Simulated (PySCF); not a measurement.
BClH2. Atoms are numbered in the order given.

```xyz
4

B      0.0000     0.0000     1.1875
H      0.0000    -1.0456     1.7459
H      0.0000     1.0456     1.7459
Cl     0.0000     0.0000    -0.5547
```
Charge 0, spin multiplicity 1.

Coordinates come from a B3LYP-D3(BJ)/def2-TZVP optimisation.

These are M06-2X/def2-TZVPD run with PySCF values and carry that method's errors.

The molecule is in vacuum.

```json
{
  "total_energy": "-486.25948 hartree",
  "point_group": "C2v",
  "highest_occupied_level": "-9.99 eV",
  "lowest_empty_level": "-0.90 eV",
  "orbital_gap": "9.09 eV",
  "dipole_moment": "0.75 D",
  "quadrupole, principal values (traceless, Buckingham form, about the centre of nuclear charge)": "-1.40, 0.52, 0.88 D·Å",
  "mean_static_polarisability": "29.5 bohr³ (4.37 Å³)",
  "polarisability_principal_values": "24.1, 27.3, 36.9 bohr³"
}
```
